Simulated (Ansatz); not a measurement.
## Energy differences in RuO

Program: Ansatz, Gaussian basis, development build. Basis cc-pwCVTZ-PP on Ru, cc-pVTZ on O, scalar-relativistic core potentials (28 electrons on Ru), no spin–orbit coupling, 1 orbital frozen in the corrections; active space CAS(14,10), shells under the valence barred from it. Restricted Hartree–Fock, then the lowest state-specific CASSCF solution met for each case. Coupled cluster stands on the determinant that it favours, not always the lowest RHF. On stretched bonds single-reference methods can fail or change state. Unlike active orbitals can shift such differences by tenths of an eV, at times by over 1 eV.

Case A, quintet: bond length 1.9734 Å.

Case B, triplet: bond length 1.7160 Å.

Case C, quintet: bond length 1.7160 Å.

Energy less that of case A, in eV:

```json
{"case": "B", "RHF/ROHF": "+2.133", "CASSCF": "-0.091", "CCSD(T)": "-0.155"}
{"case": "C", "RHF/ROHF": "+0.148", "CASSCF": "-0.717", "CCSD(T)": "-0.894"}
```

Give the SC-NEVPT2 energies against case A.

B: -0.199 eV (-4.6 kcal/mol); C: -0.809 eV (-18.7 kcal/mol).

Which case is lowest, and do the methods agree?

C is lowest in SC-NEVPT2. RHF/ROHF puts A lowest.
